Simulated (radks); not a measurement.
Task: The mean radii <r> (bohr) of the occupied orbitals of an atom or ion are listed with their occupations. All-electron calculation, scalar-relativistic Kohn-Sham, XLYP, spin-unpolarised, spherical densities, finite nucleus; Fermi nuclear charge, rms radius of each element as measured or else 0.836 A^(1/3) + 0.57 fm. Program: a radial shooting solver on a logarithmic mesh with Libxc functionals.

orbital  occ.      <r>
1s          2  0.01804
2s          2  0.07622
2p          6  0.06834
3s          2   0.1974
3p          6   0.1979
3d         10   0.1792
4s          2   0.4406
4p          6   0.4686
4d         10   0.4999
5s          2    1.028
5p          6    1.185
4f         14   0.5783
5d          3    1.607

Name the element and its charge.

Result: Z = 75, rhenium, charge +4: Re4+ in [Xe] 4f14 5d3. The 1s radius gives Z: for a bare nucleus <r> = (2 gamma + 1)/(2Z) with gamma = sqrt(1 - (Z/c)^2), 0.01783 bohr for Z = 75, and screening makes it slightly larger (0.01804 here). The occupations add up to 71, and the charge is Z minus that.
